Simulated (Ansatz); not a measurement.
Consider the formal exchange of groups at the Si–Si bond: `C[Si](O)(F)[SiH3]` + `C=CI` → `C=C[Si](C)(O)F` + `[SiH3]I`.

Gas-phase electronic energies from Ansatz, PBE0-D4/def2-TZVP geometries. CCSD(T)/CBS is the MP2 limit (def2-TZVPP, def2-QZVPP) plus CCSD(T) − MP2 in def2-TZVPP, frozen cores. DFT in def2-TZVPP. def2 core potentials past Kr. For I outer-core shells are correlated without core-valence functions, which leaves a few kJ/mol of doubt a bond. Each species was taken in one conformer, which may not be the lowest.

CCSD(T)/CBS gives -1.54 eV.

(1) Another level gave -1.47 eV. Which?
A. HF/def2-TZVPP
B. PBE0-D4/def2-TZVPP
C. SCS-MP2/def2-TZVPP
D. PBE/def2-TZVPP

Largest T1 diagnostic among the species: 0.012.

Results:

(1) B. PBE0-D4 -1.47, SCS-MP2/def2-TZVPP -1.56, PBE -1.33, HF/def2-TZVPP -1.75 eV.

In def2-TZVPP, CCSD(T) changes the Hartree–Fock value by +0.26 eV (the triples alone add +0.04 eV) and MP2 by +0.17 eV. From PBE to PBE0 (25 % exact exchange), in def2-TZVPP and without D4, ΔE moves by −0.14 eV.
